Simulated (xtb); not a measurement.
[Ga(H)3(pyridine)] (charge 0, multiplicity 1), GFN2-xTB (xtb). Convergence was not reached.

```
xtb start.xyz --ohess tight --gfn 2 --chrg 0 --uhf 0 --iterations 400

# start.xyz
15

Ga     0.000000     0.000000     0.000000
H     -1.387269     0.332164    -0.580302
H     -0.060327    -1.353788     0.731586
H      1.028930    -0.079613    -1.143050
C      1.321781     3.427213     3.067504
C      1.760564     2.121405     3.243965
C      1.362266     1.140739     2.342757
N      0.550922     1.449127     1.305074
C      0.121729     2.717942     1.115155
C      0.495941     3.729233     1.992528
H      1.624895     4.207948     3.764277
H      2.411209     1.869869     4.078967
H      1.687369     0.108877     2.441490
H     -0.518052     2.912816     0.259070
H      0.147199     4.748308     1.838563
```

The last lines of the output:

```
  Final Singlepoint
```
